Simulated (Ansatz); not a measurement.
Molecule: 1,1,1,3,3-pentafluoropropane, C3H3F5, charge 0, multiplicity 1. 
Coordinates optimised at B3LYP-D3(BJ)/def2-TZVP (Ansatz, a quantum-chemistry and plane-wave program):
```xyz
11

F     -2.3284    -1.2245    -0.0912
C     -1.3722    -0.2699    -0.3005
F     -1.8221     0.8865     0.2626
C     -0.0887    -0.7251     0.3642
C      1.1126     0.1319     0.0313
F      2.2281    -0.3907     0.5761
F      1.3124     0.2005    -1.3041
F      0.9955     1.3904     0.4820
H     -1.2827    -0.1104    -1.3762
H     -0.2282    -0.7322     1.4450
H      0.1315    -1.7393     0.0317
```
Charge 0, spin multiplicity 1.

Basis-set convergence of Hartree-Fock and MP2 correlation energies (hartree) with Ansatz. Correlated levels leave the core frozen unless marked. No spin-orbit coupling. Non-relativistic.

| basis | functions | E(HF) | E(corr, MP2) |
|---|---|---|---|
| cc-pVDZ | 127 | -612.59358 | -1.32798 |
| cc-pVTZ | 282 | -612.79889 | -1.73736 |
| cc-pVQZ | 530 | -612.84651 | -1.88749 |

Extrapolating the two largest sets (X = 3 and 4) as X^-3: E(corr) = (64·(-1.88749) - 27·(-1.73736))/37 = -1.9970 Eh, an estimate of the basis-set limit. The largest set recovers 94.5 % of it, the smallest 66.5 %.
